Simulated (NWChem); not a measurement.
C2HBClF; SMILES C#CB(F)Cl

```xyz
6

B      0.3877     0.0445     0.0000
C     -0.1572    -1.3670     0.0000
C     -0.6034    -2.4950     0.0000
H     -0.9947    -3.4887     0.0000
Cl    -0.6925     1.4397     0.0000
F      1.6908     0.2717     0.0000
```
Atoms are numbered in this order, from 1.

Level: B3LYP/6-31G* (spherical d) (NWChem), optimised geometry, unscaled harmonic frequencies. 

| frequency (cm⁻¹) | IR intensity (km/mol) |
|---|---|
| 149 | 0.7 |
| 220 | 0.6 |
| 350 | 6.3 |
| 466 | 1.8 |
| 595 | 32.7 |
| 608 | 18.7 |
| 667 | 43.4 |
| 736 | 38.0 |
| 1062 | 443.5 |
| 1351 | 317.0 |
| 2200 | 139.2 |
| 3484 | 34.1 |

```
Quantity                                                                            Value
-----------------------------------------------------------------------  ----------------
zero-point energy                                                           17.0 kcal/mol
thermal correction to the enthalpy at 298.15 K (with zero-point energy)     20.8 kcal/mol
heat capacity Cv                                                         16.7 cal/(mol K)
entropy at 298.15 K and 1 atm (symmetry number 1)                        74.2 cal/(mol K)
dipole moment                                                                      2.07 D
```

Rigid rotor and harmonic oscillator.
